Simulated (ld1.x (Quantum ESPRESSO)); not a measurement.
**Scattering properties, TM potential for tellurium (Te)**

```
Element                 : tellurium (Te)
Generator               : ld1.x (Quantum ESPRESSO) 7.5
Type                    : norm-conserving Troullier–Martins (Kleinman–Bylander form)
Functional              : PBE
Relativity              : fully relativistic
Frozen core             : [Ar] 3d10
Valence charge          : 24
Reference configuration : 4s2 4p6 4d10 5s2 5p2.5 (charge +1.5)
Partial waves           : 4p (bound): rc 1.15 bohr; 4d (bound): rc 1.35 bohr; 4s (bound): rc 1.15 bohr
Local potential         : the s channel
Core correction         : Bessel-smoothed model core, default radius (core density twice the valence density)
```

Open shells are filled in proportion to 2j + 1 (rel_dist='average').

Occupied shells without a wave of their own: 5p, 5s. They enter only through the test configuration that unscreens the potential, and ld1.x also counts them in the model core charge.

The phase is arctan(r·u′/u) with u = r·R(r), unwrapped; energies in Ry, scanned from -15 to 5 Ry. A pole is an energy at which the radial function vanishes at the test radius. The pseudo phase is shifted by a multiple of π to meet the all-electron one at the reference energy, and phase errors are pseudo minus all-electron; the curves can meet again beyond the range given. Levels narrower than the energy grid can be missing from the lists of poles.

```json
{"channel": "s", "radius (bohr)": "1.50", "reference energy (Ry)": "-13.11", "poles, all-electron": "-12.71", "poles, pseudo": "-12.71", "unbroken range about the reference energy with phases within 0.05 rad": "below -5.0", "phase error 1 Ry above the reference energy (rad)": "-0.002"}
{"channel": "p1/2", "radius (bohr)": "1.50", "reference energy (Ry)": "-9.93", "poles, all-electron": "-9.36", "poles, pseudo": "-9.36", "unbroken range about the reference energy with phases within 0.05 rad": "below -2.4", "phase error 1 Ry above the reference energy (rad)": "-0.002"}
{"channel": "p3/2", "radius (bohr)": "1.50", "reference energy (Ry)": "-9.22", "poles, all-electron": "-8.52", "poles, pseudo": "-8.53", "unbroken range about the reference energy with phases within 0.05 rad": "below -2.4", "phase error 1 Ry above the reference energy (rad)": "-0.002"}
{"channel": "d3/2", "radius (bohr)": "1.50", "reference energy (Ry)": "-4.15", "poles, all-electron": "-2.82", "poles, pseudo": "-2.84", "unbroken range about the reference energy with phases within 0.05 rad": "below 2.2", "phase error 1 Ry above the reference energy (rad)": "-0.002"}
{"channel": "d5/2", "radius (bohr)": "1.50", "reference energy (Ry)": "-4.05", "poles, all-electron": "-2.65", "poles, pseudo": "-2.67", "unbroken range about the reference energy with phases within 0.05 rad": "below 2.2", "phase error 1 Ry above the reference energy (rad)": "-0.002"}
```

A Bessel basis up to 400 Ry misses an occupied level by 0.05 Ry, so cutoffs and ghosts were not judged. The potential misses its own reference levels by up to 3.7 eV, so it is not fit for use. ld1.x takes every shell without a wave as core, so the model core holds the 5p, 5s electrons as well and exchange and correlation see them twice. This cancels in the reference configuration, but the file is broken for other ones, and its errors say nothing about a proper core correction.

Phases in the s channel:

| E (Ry) | all-electron | pseudo |
| --- | --- | --- |
| -15.00 | 1.278 | 1.276 |
| -14.52 | 1.228 | 1.225 |
| -14.04 | 1.107 | 1.102 |
| -13.56 | 0.381 | 0.368 |
| -13.08 | -1.377 | -1.377 |
| -12.60 | -1.599 | -1.600 |
| -12.12 | -1.670 | -1.672 |
| -11.64 | -1.707 | -1.709 |
| -11.16 | -1.732 | -1.735 |
| -10.68 | -1.750 | -1.754 |
| -10.20 | -1.766 | -1.771 |
| -9.72 | -1.780 | -1.786 |
| -9.24 | -1.794 | -1.801 |
| -8.76 | -1.808 | -1.816 |
| -8.28 | -1.822 | -1.832 |
| -7.80 | -1.836 | -1.848 |
| -7.32 | -1.852 | -1.867 |
| -6.84 | -1.869 | -1.888 |
| -6.36 | -1.888 | -1.912 |
| -5.88 | -1.910 | -1.940 |
| -5.40 | -1.934 | -1.973 |
| -4.92 | -1.963 | -2.015 |
| -4.44 | -1.997 | -2.067 |
| -3.96 | -2.038 | -2.135 |
| -3.48 | -2.088 | -2.227 |
| -3.00 | -2.152 | -2.356 |
| -2.52 | -2.234 | -2.546 |
| -2.04 | -2.342 | -2.824 |
| -1.56 | -2.490 | -3.195 |
| -1.08 | -2.691 | -3.586 |
| -0.60 | -2.954 | -3.901 |
| -0.12 | -3.264 | -4.121 |
| 0.36 | -3.570 | -4.270 |
| 0.84 | -3.825 | -4.375 |
| 1.32 | -4.018 | -4.451 |
| 1.80 | -4.159 | -4.510 |
| 2.28 | -4.263 | -4.556 |
| 2.76 | -4.343 | -4.593 |
| 3.24 | -4.404 | -4.624 |
| 3.72 | -4.453 | -4.651 |
| 4.20 | -4.493 | -4.675 |
| 4.68 | -4.526 | -4.697 |
